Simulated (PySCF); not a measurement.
Identify the unknown among the candidates.

- Polarisability: 93.1 au [CAM-B3LYP/def2-SVPD]
- Dipole: 4.46 D [CAM-B3LYP/def2-SVPD]
- UV, first state: lowest singlet excitation: 4.68 eV (265 nm, f = 0.000) [TDDFT CAM-B3LYP/def2-SVPD]
- Triplet: lowest triplet excitation (Tamm–Dancoff): 3.17 eV [TDA CAM-B3LYP/def2-SVPD]
- UV, strongest line: among the 8 lowest singlet transitions: S2 at 4.77 eV (260 nm, f = 0.221) [TDDFT CAM-B3LYP/def2-SVPD]
- Rotational structure: rotational constants A, B, C: 3.129, 1.049, 0.785 GHz [GFN2-xTB]

The electronic properties come from PySCF, for the isolated species, density fitting. Levels stand in brackets. The structure is a single GFN2-xTB conformer in the gas phase; no vibrational or solvent corrections.

Task: Which candidate is it?
A. `O=C(Cl)c1cccs1`
B. `C=CC(=O)C(Cl)=C=S`
C. `O=C(Cl)c1ccsc1`

Result: A. It is `O=C(Cl)c1cccs1`. Numbering: `[O:1]=[C:2]([Cl:3])[c:4]1[cH:5][cH:6][cH:7][s:8]1`. Its formula, C5H3ClOS, gives 4 degrees of unsaturation: 1 ring and 3 π bonds in the structure found (Kekulé form). S1 is mainly HOMO−2→LUMO (weight 0.87); the largest Löwdin shares of the orbital it empties are 0.54 on the carbonyl oxygen, 0.32 on the chlorine bonded to C and 0.07 on the acyl halide carbon, of the orbital it fills 0.18 on the acyl halide carbon, 0.15 on the carbonyl oxygen, 0.15 on the aromatic CH next to a ring sulfur and 0.14 on an aromatic CH carbon. The optimised geometry has point group Cs and is an asymmetric top.

The others, at the same levels:
- `O=C(Cl)c1ccsc1` fails: its computed lowest triplet excitation (Tamm–Dancoff) is 3.54 eV (against 3.17 eV), strongest line among the 8 lowest singlet transitions is S3 at 5.39 eV (230 nm, f = 0.260) (against S2 at 4.77 eV) and rotational constant A is 3.331 GHz (against 3.129 GHz).
- `C=CC(=O)C(Cl)=C=S` fails: its computed lowest singlet excitation is 2.13 eV (582 nm, f = 0.000) (against 4.68 eV), lowest triplet excitation (Tamm–Dancoff) is 1.81 eV (against 3.17 eV) and strongest line among the 8 lowest singlet transitions is S8 at 5.74 eV (216 nm, f = 0.220) (against S2 at 4.77 eV).

Each candidate is one conformer, not necessarily the lowest. Dipoles, sizes and rotational constants follow the conformer. The torsions of the flexible species, by atom-mapped SMILES:
- `[O:1]=[C:2]([Cl:3])[c:4]1[cH:5][cH:6][cH:7][s:8]1`: O1–C2–C4–C5 180°
- `[O:1]=[C:2]([Cl:3])[c:4]1[cH:5][cH:6][s:7][cH:8]1`: O1–C2–C4–C5 0°
- `[CH2:1]=[CH:2][C:3](=[O:4])[C:5]([Cl:6])=[C:7]=[S:8]`: C1–C2–C3–O4 1°, C2–C3–C5–Cl6 1°
